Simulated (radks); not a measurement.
Question: Isoelectronic series with 4 electrons, all held in the configuration [He] 2s2, which need not be the ground one along the series. All-electron calculation, scalar-relativistic Kohn-Sham, r2SCAN, spin-polarised, spherical densities, finite nucleus; meta-GGA in the generalised Kohn-Sham scheme; Fermi nuclear charge, rms radius of each element as measured or else 0.836 A^(1/3) + 0.57 fm. Program: a radial shooting solver on a logarithmic mesh with Libxc functionals. Total energies (hartree) and mean radii <r> (bohr):

ion    E (hartree)      2s       1s
Be       -14.65204   2.618   0.4182
C2+      -36.50428   1.366   0.2690
O4+      -68.39082  0.9332   0.1980
Ne6+    -110.32761  0.7098   0.1566
Mg8+    -162.34245  0.5728   0.1294
Si10+   -224.47091  0.4801   0.1102
S12+    -296.75585  0.4131  0.09598
Ca16+   -472.00332  0.3227  0.07617
Ti18+   -575.08862  0.2907  0.06900
Cr20+   -688.57645  0.2644  0.06304

Estimate the row of Ar14+.

Answer: E (hartree) -379.24744; 2s 0.3624; 1s 0.08495.
